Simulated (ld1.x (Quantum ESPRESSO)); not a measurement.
## An all-electron radial function and its pseudo partner (rhenium)

Columns: radius, all-electron u(r) and pseudo u(r) of the 6p shell (level -2.12 eV) of rhenium in the configuration [Kr] 4d10 4f14 5s2 5p6 5d5 6s1 6p1; PBE, scalar-relativistic, ultrasoft scheme, ld1.x (Quantum ESPRESSO) 7.5.

```
r (bohr)  all-electron   pseudo
   0.135       -0.0851  -0.0389
   0.270        0.0662  -0.1462
   0.405        0.1181  -0.2956
   0.540        0.0077  -0.4511
   0.675       -0.1177  -0.5763
   0.810       -0.1938  -0.6426
   0.945       -0.2137  -0.6366
   1.080       -0.1899  -0.5611
   1.215       -0.1378  -0.4335
   1.350       -0.0704  -0.2789
   1.485        0.0031  -0.1231
   1.620        0.0766   0.0141
   1.755        0.1465   0.1234
   1.890        0.2106   0.2055
   2.025        0.2680   0.2677
   2.160        0.3184   0.3184
   2.295        0.3619   0.3619
   2.430        0.3988   0.3988
   2.565        0.4296   0.4296
   2.700        0.4547   0.4547
   2.835        0.4746   0.4746
   2.970        0.4899   0.4899
   3.105        0.5011   0.5011
   3.240        0.5085   0.5085
   3.375        0.5127   0.5127
   3.510        0.5140   0.5140
```

Question: How many radial nodes do the two functions have?

Answer: The all-electron 6p function has n − l − 1 = 4 (the table is too coarse to show those close to the nucleus); the pseudo-wave has 1, since 1 lower shell of the same l stays in the valence.

Question: At about which radius was the pseudo-wave matched?

Answer: 2.20 bohr. The columns agree to 0.0005 from 2.02 bohr on; several derivatives are matched, so the curves merge somewhat inside the radius.

Question: Is the pseudo-wave norm-conserving?

Answer: No, it belongs to an ultrasoft set: the norm inside the radius is not constrained, and the difference is carried by the augmentation charge.
